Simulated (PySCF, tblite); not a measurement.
Isomers of C9H9 (doublet state). Level: GFN2-xTB in tblite, geometry and Hessian alike; calculated harmonic values, unscaled, isolated species. Against measured fundamentals such values can be off by several per cent, at times by over 20. One conformer each. Open shells enter through the occupations alone, without spin polarisation, and single modes of such species can be off by tens of per cent.

Electronic energies: B3LYP/pcH-1 single points on the GFN2-xTB geometries (PySCF, gas phase).

```tsv
SMILES	electronic energy, lowest = 0 (kcal/mol)
C=CC#C/C=[C]\C1CC1	90.0
[CH2]c1cccc(C=C)c1	0.0
C#C[C@H](C)C1=C[CH]C=C1	49.1
```

Q: How do GFN2-xTB zero-point energies change the relative energies?

A: 
| SMILES | ZPE (kcal/mol) | of it from modes above 1550 cm⁻¹ | electronic (kcal/mol) | with ZPE, lowest = 0 (kcal/mol) | lowest mode (cm⁻¹) | rings |
| --- | --- | --- | --- | --- | --- | --- |
| [CH2]c1cccc(C=C)c1 | 89.9 | 44.5 | 0.0 | 0.0 | 7i | 1 |
| C#C[C@H](C)C1=C[CH]C=C1 | 88.9 | 43.3 | 49.1 | 48.1 | 17 | 1 |
| C=CC#C/C=[C]\C1CC1 | 88.2 | 47.6 | 90.0 | 88.3 | 35 | 1 |

The zero-point energies span 1.7 kcal/mol, from `C=CC#C/C=[C]\C1CC1` to `[CH2]c1cccc(C=C)c1`. Slightly imaginary modes are left out of the zero-point energy: `[CH2]c1cccc(C=C)c1` 6.5i cm⁻¹. The order is unchanged.

Q: And how do the electronic energies of GFN2-xTB itself compare?

A: `[CH2]c1cccc(C=C)c1` 0.0; `C#C[C@H](C)C1=C[CH]C=C1` 32.4; `C=CC#C/C=[C]\C1CC1` 81.0 kcal/mol, lowest = 0. Against the energies above, taken from the same isomer `[CH2]c1cccc(C=C)c1`, the largest difference is 16.7 kcal/mol.
